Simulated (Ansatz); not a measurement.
Ansatz (an electronic-structure program) input (B3LYP-D3(BJ)/def2-TZVP):

Ansatz 0.2 input:
```yaml
crystal:
  periodic: [false, false, false]
  atoms:
    - {symbol: C, position_ang: [0.13072585, -1.86744777, -0.15382281]}
    - {symbol: C, position_ang: [-0.23029610, -0.40647442, 0.00975323]}
    - {symbol: O, position_ang: [0.87836515, 0.36450092, 0.45309886]}
    - {symbol: C, position_ang: [1.05938933, 0.37995897, 1.85241134]}
    - {symbol: O, position_ang: [-0.63277138, 0.07535864, -1.23118660]}
    - {symbol: C, position_ang: [-1.14228511, 1.39916348, -1.20399188]}
    - {symbol: H, position_ang: [0.48171823, -2.28379375, 0.79074114]}
    - {symbol: H, position_ang: [-0.73838360, -2.43664428, -0.48364389]}
    - {symbol: H, position_ang: [0.92162755, -1.95883663, -0.89807342]}
    - {symbol: H, position_ang: [-1.04618021, -0.27843846, 0.74445157]}
    - {symbol: H, position_ang: [1.33437225, -0.60556486, 2.24607116]}
    - {symbol: H, position_ang: [0.15368464, 0.72109877, 2.36998922]}
    - {symbol: H, position_ang: [1.87012847, 1.07584746, 2.06154233]}
    - {symbol: H, position_ang: [-1.98486193, 1.47872705, -0.50568346]}
    - {symbol: H, position_ang: [-1.49093559, 1.62141304, -2.21055754]}
    - {symbol: H, position_ang: [-0.37112357, 2.11611345, -0.91623425]}
basis:
  gaussian:
    orbitals: def2-TZVP
hamiltonian:
  xc: b3lyp
  dispersion: d3bj
phonons: {temperatures: {t_min: 298.15, t_max: 298.15, t_step: 100}}
```

Output:

```
Functional definition: B3LYP
integrals: 0.18 GiB planned
1462 factors; their error is unknown
0.33 GiB of the device are held for the grids
1.43 GiB of device memory are held for the factors and their scratch space
mean field: 1.39 GiB planned
mean field evaluation 1: about -8396.5895 eV, gradient 7.5e1 eV
mean field evaluation 2: about -8389.7914 eV, gradient 9.2e1 eV
mean field evaluation 4: about -8408.3164 eV, gradient 4.9e0 eV
mean field evaluation 8: about -8408.3583 eV, gradient 8.1e-2 eV
mean field evaluation 16: about -8408.3329 eV, gradient 4.5e-4 eV
mean field -8408.33292150 eV, -309.0005354925 hartree, gradient 5.0e-5 eV, S^2 0.000000; 0 other end points of the search recorded, 0 dependent functions left out
the calculation of the forces begins
reference -8408.33323301 eV, -309.0005469401 hartree; 25, 25 occupied and 221, 221 virtual orbitals, 1462 factors
these checks for a lower state are left out or cut short: stability, starts, cluster_reference, orbital_swaps, neighbouring_geometries, increment
integrals: 0.18 GiB planned
1462 factors; their error is unknown
0.33 GiB of the device are held for the grids
1.43 GiB of device memory are held for the factors and their scratch space
mean field: 1.39 GiB planned
mean field -8408.33274762 eV, -309.0005291024 hartree, gradient 1.8e-6 eV, S^2 0.000000; 0 other end points of the search recorded, 0 dependent functions left out
the calculation of the forces begins
reference -8408.33305913 eV, -309.0005405502 hartree; 25, 25 occupied and 221, 221 virtual orbitals, 1462 factors
these checks for a lower state are left out or cut short: stability, starts, cluster_reference, orbital_swaps, neighbouring_geometries, increment
integrals: 0.18 GiB planned
1462 factors; their error is unknown
0.33 GiB of the device are held for the grids
1.43 GiB of device memory are held for the factors and their scratch space
mean field: 1.38 GiB planned
mean field evaluation 32: about -8408.3327 eV, gradient 1.8e-6 eV
mean field -8408.33274564 eV, -309.0005290295 hartree, gradient 1.8e-6 eV, S^2 0.000000; 0 other end points of the search recorded, 0 dependent functions left out
the calculation of the forces begins
reference -8408.33305713 eV, -309.0005404768 hartree; 25, 25 occupied and 221, 221 virtual orbitals, 1462 factors
these checks for a lower state are left out or cut short: stability, starts, cluster_reference, orbital_swaps, neighbouring_geometries, increment
integrals: 0.18 GiB planned
1462 factors; their error is unknown
0.33 GiB of the device are held for the grids
1.43 GiB of device memory are held for the factors and their scratch space
mean field: 1.39 GiB planned
mean field -8408.33270811 eV, -309.0005276506 hartree, gradient 1.8e-6 eV, S^2 0.000000; 0 other end points of the search recorded, 0 dependent functions left out
the calculation of the forces begins
reference -8408.33301964 eV, -309.0005390989 hartree; 25, 25 occupied and 221, 221 virtual orbitals, 1462 factors
these checks for a lower state are left out or cut short: stability, starts, cluster_reference, orbital_swaps, neighbouring_geometries, increment
integrals: 0.18 GiB planned
1462 factors; their error is unknown
0.33 GiB of the device are held for the grids
1.43 GiB of device memory are held for the factors and their scratch space
mean field: 1.39 GiB planned
mean field -8408.33283918 eV, -309.0005324673 hartree, gradient 1.8e-6 eV, S^2 0.000000; 0 other end points of the search recorded, 0 dependent functions left out
[...]
the calculation of the forces begins
reference -8408.33322053 eV, -309.0005464816 hartree; 25, 25 occupied and 221, 221 virtual orbitals, 1462 factors
these checks for a lower state are left out or cut short: stability, starts, cluster_reference, orbital_swaps, neighbouring_geometries, increment
integrals: 0.18 GiB planned
1462 factors; their error is unknown
0.33 GiB of the device are held for the grids
1.43 GiB of device memory are held for the factors and their scratch space
mean field: 1.39 GiB planned
mean field -8408.33291609 eV, -309.0005352937 hartree, gradient 1.8e-6 eV, S^2 0.000000; 0 other end points of the search recorded, 0 dependent functions left out
the calculation of the forces begins
reference -8408.33322764 eV, -309.0005467428 hartree; 25, 25 occupied and 221, 221 virtual orbitals, 1462 factors
these checks for a lower state are left out or cut short: stability, starts, cluster_reference, orbital_swaps, neighbouring_geometries, increment
integrals: 0.18 GiB planned
1462 factors; their error is unknown
0.33 GiB of the device are held for the grids
1.43 GiB of device memory are held for the factors and their scratch space
mean field: 1.39 GiB planned
mean field -8408.33288483 eV, -309.0005341446 hartree, gradient 1.8e-6 eV, S^2 0.000000; 0 other end points of the search recorded, 0 dependent functions left out
the calculation of the forces begins
reference -8408.33319629 eV, -309.0005455906 hartree; 25, 25 occupied and 221, 221 virtual orbitals, 1462 factors
these checks for a lower state are left out or cut short: stability, starts, cluster_reference, orbital_swaps, neighbouring_geometries, increment
integrals: 0.18 GiB planned
1462 factors; their error is unknown
0.33 GiB of the device are held for the grids
1.43 GiB of device memory are held for the factors and their scratch space
mean field: 1.39 GiB planned
mean field evaluation 640: about -8408.3328 eV, gradient 9.4e-7 eV
mean field -8408.33281043 eV, -309.0005314106 hartree, gradient 1.8e-6 eV, S^2 0.000000; 0 other end points of the search recorded, 0 dependent functions left out
the calculation of the forces begins
reference -8408.33312188 eV, -309.0005428563 hartree; 25, 25 occupied and 221, 221 virtual orbitals, 1462 factors
these checks for a lower state are left out or cut short: stability, starts, cluster_reference, orbital_swaps, neighbouring_geometries, increment
integrals: 0.18 GiB planned
1462 factors; their error is unknown
0.33 GiB of the device are held for the grids
1.43 GiB of device memory are held for the factors and their scratch space
mean field: 1.39 GiB planned
mean field -8408.33284865 eV, -309.0005328151 hartree, gradient 1.8e-6 eV, S^2 0.000000; 0 other end points of the search recorded, 0 dependent functions left out
the calculation of the forces begins
reference -8408.33316020 eV, -309.0005442645 hartree; 25, 25 occupied and 221, 221 virtual orbitals, 1462 factors
these checks for a lower state are left out or cut short: stability, starts, cluster_reference, orbital_swaps, neighbouring_geometries, increment
integrals: 0.18 GiB planned
1462 factors; their error is unknown
0.33 GiB of the device are held for the grids
1.43 GiB of device memory are held for the factors and their scratch space
mean field: 1.39 GiB planned
mean field -8408.33285321 eV, -309.0005329829 hartree, gradient 1.8e-6 eV, S^2 0.000000; 0 other end points of the search recorded, 0 dependent functions left out
the calculation of the forces begins
reference -8408.33316473 eV, -309.0005444311 hartree; 25, 25 occupied and 221, 221 virtual orbitals, 1462 factors
these checks for a lower state are left out or cut short: stability, starts, cluster_reference, orbital_swaps, neighbouring_geometries, increment
integrals: 0.18 GiB planned
1462 factors; their error is unknown
0.33 GiB of the device are held for the grids
1.43 GiB of device memory are held for the factors and their scratch space
mean field: 1.39 GiB planned
mean field -8408.33286855 eV, -309.0005335466 hartree, gradient 1.8e-6 eV, S^2 0.000000; 0 other end points of the search recorded, 0 dependent functions left out
the calculation of the forces begins
reference -8408.33318004 eV, -309.0005449934 hartree; 25, 25 occupied and 221, 221 virtual orbitals, 1462 factors
these checks for a lower state are left out or cut short: stability, starts, cluster_reference, orbital_swaps, neighbouring_geometries, increment
integrals: 0.18 GiB planned
1462 factors; their error is unknown
0.33 GiB of the device are held for the grids
1.43 GiB of device memory are held for the factors and their scratch space
mean field: 1.39 GiB planned
mean field -8408.33289992 eV, -309.0005346995 hartree, gradient 1.8e-6 eV, S^2 0.000000; 0 other end points of the search recorded, 0 dependent functions left out
the calculation of the forces begins
reference -8408.33321147 eV, -309.0005461484 hartree; 25, 25 occupied and 221, 221 virtual orbitals, 1462 factors
these checks for a lower state are left out or cut short: stability, starts, cluster_reference, orbital_swaps, neighbouring_geometries, increment
integrals: 0.18 GiB planned
1462 factors; their error is unknown
0.33 GiB of the device are held for the grids
1.43 GiB of device memory are held for the factors and their scratch space
mean field: 1.39 GiB planned
mean field evaluation 672: about -8408.3323 eV, gradient 6.2e-1 eV
mean field -8408.33283778 eV, -309.0005324156 hartree, gradient 1.8e-6 eV, S^2 0.000000; 0 other end points of the search recorded, 0 dependent functions left out
the calculation of the forces begins
reference -8408.33314924 eV, -309.0005438617 hartree; 25, 25 occupied and 221, 221 virtual orbitals, 1462 factors
these checks for a lower state are left out or cut short: stability, starts, cluster_reference, orbital_swaps, neighbouring_geometries, increment
integrals: 0.18 GiB planned
1462 factors; their error is unknown
0.33 GiB of the device are held for the grids
1.43 GiB of device memory are held for the factors and their scratch space
mean field: 1.39 GiB planned
mean field -8408.33287936 eV, -309.0005339436 hartree, gradient 1.8e-6 eV, S^2 0.000000; 0 other end points of the search recorded, 0 dependent functions left out
the calculation of the forces begins
reference -8408.33319085 eV, -309.0005453909 hartree; 25, 25 occupied and 221, 221 virtual orbitals, 1462 factors
these checks for a lower state are left out or cut short: stability, starts, cluster_reference, orbital_swaps, neighbouring_geometries, increment
integrals: 0.18 GiB planned
1462 factors; their error is unknown
0.33 GiB of the device are held for the grids
1.43 GiB of device memory are held for the factors and their scratch space
mean field: 1.39 GiB planned
mean field -8408.33292204 eV, -309.0005355121 hartree, gradient 1.8e-6 eV, S^2 0.000000; 0 other end points of the search recorded, 0 dependent functions left out
the calculation of the forces begins
reference -8408.33323355 eV, -309.0005469599 hartree; 25, 25 occupied and 221, 221 virtual orbitals, 1462 factors
Total energy: -8408.81666069 eV, -309.0183125797 hartree
Atom 0 at     0.130726    -1.867448    -0.153823 Å, force     0.000093     0.000208     0.000522 eV/Å
Atom 1 at    -0.230296    -0.406474     0.009753 Å, force    -0.000457    -0.000025    -0.000828 eV/Å
Atom 2 at     0.878365     0.364501     0.453099 Å, force     0.000112    -0.000174    -0.000172 eV/Å
Atom 3 at     1.059389     0.379959     1.852411 Å, force     0.000079    -0.000102     0.000288 eV/Å
Atom 4 at    -0.632771     0.075359    -1.231187 Å, force    -0.000062     0.000154     0.000038 eV/Å
Atom 5 at    -1.142285     1.399163    -1.203992 Å, force    -0.000057     0.000245    -0.000132 eV/Å
Atom 6 at     0.481718    -2.283794     0.790741 Å, force     0.000176    -0.000300     0.000215 eV/Å
Atom 7 at    -0.738384    -2.436644    -0.483644 Å, force    -0.000131     0.000106     0.000005 eV/Å
Atom 8 at     0.921628    -1.958837    -0.898073 Å, force     0.000074     0.000031    -0.000137 eV/Å
Atom 9 at    -1.046180    -0.278438     0.744452 Å, force     0.000229    -0.000118     0.000113 eV/Å
Atom 10 at     1.334372    -0.605565     2.246071 Å, force     0.000104    -0.000122     0.000055 eV/Å
Atom 11 at     0.153685     0.721099     2.369989 Å, force    -0.000209     0.000071     0.000156 eV/Å
Atom 12 at     1.870128     1.075847     2.061542 Å, force     0.000045     0.000108    -0.000067 eV/Å
Atom 13 at    -1.984862     1.478727    -0.505683 Å, force    -0.000013    -0.000131    -0.000017 eV/Å
Atom 14 at    -1.490936     1.621413    -2.210558 Å, force    -0.000019     0.000046    -0.000055 eV/Å
Atom 15 at    -0.371124     2.116113    -0.916234 Å, force     0.000036     0.000004     0.000018 eV/Å
Dipole moment:    -0.148867     0.032499     0.356221 e Å
Vibrations: 75.12 117.94 171.98 192.09 217.04 278.20 326.86 405.11 530.15 554.14 840.19 898.97 1047.74 1094.44 1116.43 1137.69 1163.01 1175.96 1179.02 1215.60 1247.86 1384.84 1392.64 1417.72 1470.88 1474.47 1483.49 1485.48 1490.01 1496.82 1510.23 1513.18 2900.48 2980.28 2991.65 3023.84 3049.99 3071.29 3114.85 3117.79 3126.22 3126.42 cm⁻¹, zero-point energy 3.819217 eV
```
